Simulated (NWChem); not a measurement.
System meant: NbH$_{2}$O$_{3}$F; SMILES [O]=[Nb]([OH])([OH])[F]

Input file for NWChem:

```
start job
memory heap 200 mb stack 900 mb global 1100 mb
geometry units angstroms noautoz
  Nb     0.059092     0.000580    -0.025599
  O     -0.214969    -0.001649     1.644123
  F      1.907079     0.014829    -0.345011
  O     -0.756250     1.538051    -0.751582
  H     -1.295306     2.240851    -0.375275
  O     -0.732416    -1.549193    -0.751790
  H     -1.260501    -2.260345    -0.375625
end
basis spherical
  Nb library def2-svp
  O library def2-svp
  F library def2-svp
  H library def2-svp
end
ecp
  Nb library def2-ecp
end
dft
  odft
  mult 2
  xc b3lyp
  iterations 150
  mulliken
end
task dft energy
```

End of the output:

```
 Summary of "ao basis" -> "" (spherical)
 ------------------------------------------------------------------------------
       Tag                 Description            Shells   Functions and Types
 ---------------- ------------------------------  ------  ---------------------
 Nb                         def2-svp                11       31   5s3p2d1f
 O                          def2-svp                 6       14   3s2p1d
 F                          def2-svp                 6       14   3s2p1d
 H                          def2-svp                 3        5   2s1p

                                 NWChem DFT Module
                                 -----------------

 Summary of "ao basis" -> "ao basis" (spherical)
 ------------------------------------------------------------------------------
       Tag                 Description            Shells   Functions and Types
 ---------------- ------------------------------  ------  ---------------------
 Nb                         def2-svp                11       31   5s3p2d1f
 O                          def2-svp                 6       14   3s2p1d
 F                          def2-svp                 6       14   3s2p1d
 H                          def2-svp                 3        5   2s1p

      Symmetry analysis of basis
      --------------------------

        a'         60
        a"         37

  number of electrons :                   48
  multiplicity        :                    2
 ------------------------------------------------------------------------
  no. of electrons and multiplicity not compatible                  48
 ------------------------------------------------------------------------
 ------------------------------------------------------------------------
  current input line :
    28: task dft energy
 ------------------------------------------------------------------------
 ------------------------------------------------------------------------
 There is an error in the input file
 ------------------------------------------------------------------------
 For more information see the NWChem manual at https://nwchemgit.github.io

0: no. of electrons and multiplicity not compatible:Received an Error in Communication
```

Q: Can this run be used? If not, why, and what is the fix?

A: The input was rejected before any calculation. Cause: the multiplicity doesn't fit the number of electrons (an even count wants an odd multiplicity, and the reverse). This input runs:
```
start job
memory heap 200 mb stack 900 mb global 1100 mb
geometry units angstroms noautoz
  Nb     0.059092     0.000580    -0.025599
  O     -0.214969    -0.001649     1.644123
  F      1.907079     0.014829    -0.345011
  O     -0.756250     1.538051    -0.751582
  H     -1.295306     2.240851    -0.375275
  O     -0.732416    -1.549193    -0.751790
  H     -1.260501    -2.260345    -0.375625
end
basis spherical
  Nb library def2-svp
  O library def2-svp
  F library def2-svp
  H library def2-svp
end
ecp
  Nb library def2-ecp
end
dft
  xc b3lyp
  iterations 150
  mulliken
end
task dft energy
```
It converges to -383.70638 Ha (B3LYP/def2-SVP with def2 effective core potentials on Nb).
